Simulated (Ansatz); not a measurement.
Another site gives an ion 0.80 eV lower (`[O-][SiH3]`) at the level frozen-core CCSD(T)/aug-cc-pVTZ // CAM-B3LYP-D3(BJ)/def2-TZVPD (Ansatz, a program for electronic structure).

Species: H3OSi, SMILES `O[SiH2-]` (not the most acidic site) (charge -1, multiplicity 1), formula H3OSi.

Question: How many basis functions does frozen-core CCSD(T)/aug-cc-pVTZ // CAM-B3LYP-D3(BJ)/def2-TZVPD run with Ansatz use, how many core orbitals are frozen, and how many electrons are correlated?

Answer: 165 basis functions and 6 frozen orbitals, which leaves 14 correlated electrons. Core time is of the order of seconds.
